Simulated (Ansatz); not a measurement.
A set of 12 reactions (bond dissociation), with CCSD(T)/CBS values in kJ/mol:

| reaction | ΔE |
| --- | --- |
| `[SiH3][N]([SiH3])[Ag]` → Ag• + `[SiH3][N][SiH3]`• | 244.0 |
| `O=C(O)C(F)(F)F` → `O=[C]O`• + `F[C](F)F`• | 396.6 |
| `FB(Cl)C[SiH3]` → `F[B]Cl`• + `[CH2][SiH3]`• | 467.3 |
| `F[SiH2][GaH2]` → `[GaH2]`• + `F[SiH2]`• | 313.1 |
| `BOCN` → `[CH2]N`• + `B[O]`• | 357.7 |
| `[F][SnH]([SH])[Cl]` → `[SH]`• + `[F][SnH][Cl]`• | 320.9 |
| `O[CH2][GaH2]` → `[CH2]O`• + `[GaH2]`• | 295.8 |
| `F[SiH2]N[SiH3]` → `[NH][SiH3]`• + `F[SiH2]`• | 519.8 |
| `[Cl][InH][Cl]` → Cl• + `[Cl][InH]`• | 400.4 |
| `[SiH3]S` → `[SH]`• + `[SiH3]`• | 383.9 |
| `[SeH][SnH2][SeH]` → `[SeH]`• + `[SeH][SnH2]`• | 301.1 |
| `COB(O)Cl` → `O[B]Cl`• + `C[O]`• | 591.6 |

Isolated molecules relaxed with PBE0-D4/def2-TZVP in Ansatz; ΔE leaves out vibrations. CBS: MP2 limit from def2 TZ/QZ plus the TZ coupled-cluster correction, frozen cores. This one scheme is used for every species, atoms too. DFT in def2-TZVPP. B3LYP here is the variant with VWN-RPA as its local correlation; programs differ in this. No spin–orbit coupling; open shells (•) take unrestricted orbitals. Spin–orbit coupling would lower the free atoms: a little for Cl. def2 core potentials past Kr. Bonds to Ag, Ga, In, Se, Sn are less sure, by a few kJ/mol each and by 10 to 20 or more in all where they break to atoms, as the def2 sets lack core-valence functions. Scalar relativity is left out up to krypton. One conformer a species, not always the lowest.

Problem. Give the mean, mean absolute and largest difference (level minus CCSD(T)/CBS, kJ/mol) for: PBE-D4, ωB97X-V, ωB97M-V, PBE, r2SCAN, PBE0, B3LYP, HF/def2-TZVPP, SCS-MP2/def2-TZVPP, CCSD/def2-TZVPP, MP2/def2-QZVPP, SCS-MP2/def2-QZVPP, MP2/CBS(def2), CCSD/CBS(def2). (Estimate.)

Solution. Ansatz gave: 
```tsv
level	mean	mean absolute	largest
PBE-D4	-24.9	24.9	-42.3
ωB97X-V	-8.1	8.4	-16.0
ωB97M-V	-7.3	9.4	-26.4
PBE	-32.4	32.4	-48.5
r2SCAN	-34.5	34.5	-53.6
PBE0	-28.4	28.4	-38.6
B3LYP	-44.2	44.2	-57.5
HF/def2-TZVPP	-122.5	122.5	-151.4
SCS-MP2/def2-TZVPP	0.6	10.0	32.0
CCSD/def2-TZVPP	-22.7	22.7	-32.7
MP2/def2-QZVPP	16.3	17.5	46.9
SCS-MP2/def2-QZVPP	8.8	10.2	37.2
MP2/CBS(def2)	22.1	22.3	51.1
CCSD/CBS(def2)	-9.2	9.2	-17.2
```

The largest T1 diagnostic in the set is 0.040, for `B[O]`• (customary mark 0.045).

CCSD(T)/CBS is a level of theory with its own doubt, and the functionals carry their triple-zeta basis error, so these figures describe this set and don't rank the functionals.
